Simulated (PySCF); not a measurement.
## Computed properties of C4H4Cl2, SMILES C(Cl)C(=C=C)Cl

C4H4Cl2, SMILES C(=C)=C(CCl)Cl. Geometry: B3LYP-D3(BJ)/def2-SVP. The values are those of a single conformer. All values are computed for the isolated molecule unless a solvent is named; none is compared with measurement here.

**Structure.** All 24 harmonic modes at B3LYP-D3(BJ)/def2-SVP (PySCF) are real, so it is a minimum. With heavy atoms numbered as in [CH2:1]=[C:2]=[C:3]([Cl:4])[CH2:5][Cl:6], the shortest bond between them is C1–C2 at 1.307 Å and the longest C5–Cl6 at 1.812 Å.

**Vibrations.** The strongest infrared lines (harmonic, unscaled, degenerate partners summed) lie at 1057 cm⁻¹ (65 km/mol, C 68 %, H 30 %), 732 cm⁻¹ (53 km/mol, C 71 %, Cl 16 %, H 13 %), 1260 cm⁻¹ (39 km/mol, H 79 %, C 20 %). The softest mode is at 64 cm⁻¹ and the zero-point energy is 41.6 kcal/mol.

**Electronic structure.** B3LYP/def2-TZVP (PySCF) places the frontier levels at -7.31 and -1.30 eV, a gap of 6.01 eV, and gives a dipole moment of 2.79 D and a mean polarisability of 77.1 bohr³. PBE/def2-TZVP (PySCF) at the same geometry gives -6.36 and -2.08 eV, so its gap is 1.73 eV narrower. An orbital gap is neither the optical nor the fundamental gap.

**Excitations.** TDA-CAM-B3LYP/def2-SVPD (PySCF) has S1 at 4.94 eV (251 nm, f = 0.002, dark); the most intense of the 10 singlets computed lies at 7.49 eV (f = 0.43). T1 (TDA) is at 4.17 eV, 0.77 eV under S1. TDA-PBE/def2-SVPD (PySCF) puts S1 at 4.46 eV. No vertical singlet excitation falls in the visible range (under 3.1 eV).

**NMR.** GIAO shifts at PBE0/pcSseg-1 (PySCF) (non-relativistic, atoms alike by connectivity averaged): ¹³C from 58.4 to 224.0 ppm against TMS; ¹H from 4.4 to 5.9 ppm against TMS. Without spin–orbit terms, shifts of atoms bonded to Cl or Br come out too high.
